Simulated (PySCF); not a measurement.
2-propyl-1,3-dioxolane, C₆H₁₂O₂.
SMILES with atom numbers: `[CH3:1][CH2:2][CH2:3][CH:4]1[O:5][CH2:6][CH2:7][O:8]1` (hydrogens: H9, H10, H11 on C1; H12, H13 on C2; H14, H15 on C3; H16 on C4; H17, H18 on C6; H19, H20 on C7)

The same species was optimised twice, with GFN2-xTB and with PBE0-D3(BJ)/def2-SVP (PySCF), and the same property calculations (PySCF, gas phase) were run on both structures.

```csv
coordinate,GFN2-xTB,PBE0-D3(BJ)/def2-SVP,change
C3–C4 (Å),1.521,1.505,-0.016
C4–O5 (Å),1.406,1.398,-0.008
O5–C6 (Å),1.410,1.404,-0.006
C4–O8 (Å),1.406,1.401,-0.005
C2–C3 (Å),1.525,1.521,-0.004
C7–O8 (Å),1.410,1.406,-0.004
C1–C2 (Å),1.524,1.520,-0.004
C6–C7 (Å),1.547,1.546,-0.001
C1–C2–C3 (°),111.4,112.9,+1.5
C2–C3–C4 (°),111.9,113.1,+1.2
C4–O5–C6 (°),106.5,105.8,-0.7
C3–C4–O8 (°),111.1,110.8,-0.3
O5–C4–O8 (°),105.8,105.5,-0.3
C6–C7–O8 (°),104.3,104.0,-0.3
O5–C6–C7 (°),104.3,104.0,-0.3
C3–C4–O5 (°),110.7,110.9,+0.2
C1–C2–C3–C4 (°),179,180,+1
C2–C3–C4–O5 (°),175,-179,+6
```

Rotational constants: A = 5810, B = 1035, C = 928.0 MHz (GFN2-xTB) against A = 5824, B = 1043, C = 933.8 MHz (PBE0-D3(BJ)/def2-SVP). Point groups within 0.08 Å: C1 and C1.

On the GFN2-xTB structure: HOMO (eV) -7.47 [PBE0/pcSseg-1]; LUMO (eV) 1.49 [PBE0/pcSseg-1]; dipole (D) 1.31 [PBE0/pcSseg-1]; GIAO shielding of C1 (ppm) 170.0 [PBE0/pcSseg-1]; GIAO shielding of C2 (ppm) 163.9 [PBE0/pcSseg-1]; GIAO shielding of C3 (ppm) 145.4 [PBE0/pcSseg-1]; GIAO shielding of C4 (ppm) 75.7 [PBE0/pcSseg-1]; GIAO shielding of O5/O8 (mean) (ppm) 241.2 [PBE0/pcSseg-1]; GIAO shielding of C6/C7 (mean) (ppm) 119.2 [PBE0/pcSseg-1].

Task: What do these properties become on the PBE0-D3(BJ)/def2-SVP structure?

Result: 
```
                                    property          level  on GFN2-xTB  on PBE0-D3(BJ)/def2-SVP  change
                                   HOMO (eV)  PBE0/pcSseg-1        -7.47                    -7.53   -0.06
                                   LUMO (eV)  PBE0/pcSseg-1         1.49                     1.49    0.00
                                  dipole (D)  PBE0/pcSseg-1         1.31                     1.32   +0.01
energy, GFN2-xTB geometry as zero (kcal/mol)  PBE0/pcSseg-1          0.0                     -0.4    -0.4
                  GIAO shielding of C1 (ppm)  PBE0/pcSseg-1        170.0                    168.0    -2.0
                  GIAO shielding of C2 (ppm)  PBE0/pcSseg-1        163.9                    163.2    -0.7
                  GIAO shielding of C3 (ppm)  PBE0/pcSseg-1        145.4                    145.5    +0.1
                  GIAO shielding of C4 (ppm)  PBE0/pcSseg-1         75.7                     78.2    +2.5
        GIAO shielding of O5/O8 (mean) (ppm)  PBE0/pcSseg-1        241.2                    241.8    +0.6
        GIAO shielding of C6/C7 (mean) (ppm)  PBE0/pcSseg-1        119.2                    118.9    -0.3
```

The heavy atoms differ by 0.031 Å rms after alignment. Among bonds between heavy atoms C3–C4 changes most (-0.016 Å). Changes are differences of the printed values. Neither structure is proved a minimum here.
